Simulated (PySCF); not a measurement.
C6H11O (charge +1).
Numbering: `[CH2:1]=[CH:2][CH+:3][CH2:4][O:5][CH2:6][CH3:7]` (hydrogens: H8, H9 on C1; H10 on C2; H11 on C3; H12, H13 on C4; H14, H15 on C6; H16, H17, H18 on C7)

The closed-shell SCF was solved with PySCF and density fitting under several settings on one GFN2-xTB geometry (grid level 2 and gas phase unless stated).

| settings | basis functions | SCF cycles | E (Eh) | HOMO (eV) | LUMO (eV) |
| --- | --- | --- | --- | --- | --- |
| PBE0/pcSseg-1 | 174 | 15 | -309.7315 | -12.40 | -9.00 |
| PBE0/def2-SVPD | 231 | 15 | -309.5619 | -12.42 | -8.98 |
| PW91/cc-pVDZ, IEF-PCM methanol | 153 | 16 | -310.1050 | -6.91 | -5.30 |
| PBE0/def2-SVP | 153 | 15 | -309.5456 | -12.35 | -8.98 |

Estimate the rows for these settings: (1) wB97X/6-311G**, grid level 1; (2) OPBE/ANO-RCC-VDZP; (3) HCTH407/6-31G-J.

```
                    settings  basis functions  SCF cycles     E (Eh)  HOMO (eV)  LUMO (eV)
wB97X/6-311G**, grid level 1              192          12  -310.1356     -14.68      -6.85
           OPBE/ANO-RCC-VDZP              153          18  -310.0941     -11.12      -9.70
             HCTH407/6-31G-J              128          18  -310.1046     -11.12      -9.74
```

Over all rows, what range does the HOMO–LUMO gap span?

From 1.38 eV (HCTH407/6-31G-J) to 7.83 eV (wB97X/6-311G**, grid level 1). The functional of the narrowest has no exact exchange, that of the widest range-separated exact exchange.

Compare two rows with the functional PBE0: PBE0/def2-SVP and PBE0/def2-SVPD. Which energy is lower, and by how much?

PBE0/def2-SVPD (231 functions) lies 0.0163 Eh or 10.2 kcal/mol below PBE0/def2-SVP (153 functions).

Cycle counts include a coarse-grid stage where the run had one. All basis functions are spherical, in the Pople sets too. ANO-RCC sets were contracted for a scalar-relativistic Hamiltonian, but ran non-relativistically here. Geometry: GFN2-xTB, one conformer.

Shape of the structure used: `[CH2:1]=[CH:2][CH+:3][CH2:4][O:5][CH2:6][CH3:7]`: C1–C2–C3–C4 0°, C2–C3–C4–O5 1°, C3–C4–O5–C6 -179°, C4–O5–C6–C7 -168°.
